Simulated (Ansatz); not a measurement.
The inner images of a band of FH5O4Sn (11 atoms, charge 0, multiplicity 1) are given out of order.

Method: Ansatz, RKS PBE0/def2-SVP.

Image 0:

```xyz
11
Properties=species:S:1:pos:R:3
Sn 0.011 0.083 0.099
O 0.014 0.036 2.123
H -0.863 -0.061 2.513
O 1.813 -0.323 -0.562
H 1.751 -1.057 -1.187
O -1.042 1.557 -0.651
H -1.785 1.174 -1.139
O -1.135 -1.456 -0.407
H -0.887 -2.269 0.051
F 1.190 1.863 1.200
H 0.812 1.360 1.941
```

Image 8:

```xyz
11
Properties=species:S:1:pos:R:3
Sn 0.323 -0.016 -0.004
O -0.787 0.239 2.119
H -1.361 0.953 1.791
O 1.173 0.069 -1.777
H 1.639 -0.752 -1.979
O -1.121 1.320 -0.219
H -1.130 1.690 -1.110
O -0.017 -1.928 0.265
H -0.456 -2.051 1.117
F 1.658 0.701 1.225
H -0.041 0.683 2.551
```

Task: Put them in order from the first end to the last, with their energies above the first end.
A.
```xyz
11
Properties=species:S:1:pos:R:3
Sn 0.084 0.173 0.047
O 0.012 0.017 2.145
H -0.867 0.077 2.539
O 1.862 -0.298 -0.632
H 1.774 -1.073 -1.202
O -1.058 1.586 -0.686
H -1.795 1.162 -1.147
O -1.057 -1.392 -0.394
H -0.814 -2.180 0.106
F 1.095 1.745 1.214
H 0.642 1.089 1.989
```
B.
```xyz
11
Properties=species:S:1:pos:R:3
Sn 0.289 0.298 -0.092
O -0.269 -0.054 2.242
H -1.152 0.223 2.514
O 1.865 -0.182 -1.167
H 1.698 -1.059 -1.537
O -1.017 1.626 -0.717
H -1.724 1.167 -1.190
O -0.713 -1.409 -0.237
H -0.720 -1.878 0.606
F 1.284 1.483 1.127
H 0.336 0.692 2.430
```
C.
```xyz
11
Properties=species:S:1:pos:R:3
Sn 0.054 0.134 0.065
O 0.006 0.016 2.127
H -0.875 0.058 2.521
O 1.841 -0.300 -0.619
H 1.763 -1.075 -1.192
O -1.051 1.573 -0.680
H -1.793 1.162 -1.145
O -1.075 -1.429 -0.400
H -0.840 -2.204 0.124
F 1.131 1.781 1.223
H 0.718 1.190 1.955
```
D.
```xyz
11
Properties=species:S:1:pos:R:3
Sn 0.028 0.101 0.081
O 0.004 0.019 2.118
H -0.880 0.008 2.504
O 1.823 -0.299 -0.601
H 1.757 -1.064 -1.188
O -1.049 1.564 -0.658
H -1.791 1.172 -1.138
O -1.094 -1.458 -0.414
H -0.875 -2.236 0.113
F 1.172 1.822 1.216
H 0.784 1.279 1.945
```
E.
```xyz
11
Properties=species:S:1:pos:R:3
Sn 0.334 0.108 -0.051
O -0.642 0.128 2.183
H -1.349 0.787 2.154
O 1.451 0.035 -1.670
H 1.684 -0.890 -1.830
O -1.126 1.405 -0.305
H -1.363 1.489 -1.236
O -0.162 -1.788 0.096
H -0.663 -1.908 0.913
F 1.565 0.936 1.229
H 0.150 0.603 2.497
```
F.
```xyz
11
Properties=species:S:1:pos:R:3
Sn 0.338 0.217 -0.096
O -0.486 0.015 2.234
H -1.288 0.529 2.388
O 1.706 -0.050 -1.483
H 1.716 -0.995 -1.689
O -1.044 1.561 -0.487
H -1.615 1.254 -1.203
O -0.389 -1.617 -0.104
H -0.754 -1.821 0.766
F 1.441 1.201 1.195
H 0.255 0.611 2.458
```
G.
```xyz
11
Properties=species:S:1:pos:R:3
Sn 0.208 0.361 -0.053
O -0.035 -0.089 2.239
H -0.939 -0.037 2.573
O 1.888 -0.315 -0.821
H 1.695 -1.098 -1.354
O -1.020 1.643 -0.895
H -1.759 1.145 -1.268
O -1.008 -1.209 -0.208
H -0.666 -1.977 0.266
F 1.100 1.720 1.069
H 0.416 0.761 2.431
```

Result: D (+0.005 eV), C (+0.029 eV), A (+0.052 eV), G (-0.262 eV), B (-0.283 eV), F (-0.421 eV), E (-0.602 eV).

Time of the run: 6 min on 4 threads of Arm Neoverse V2, with other jobs on the host, peak memory 0.32 GiB.
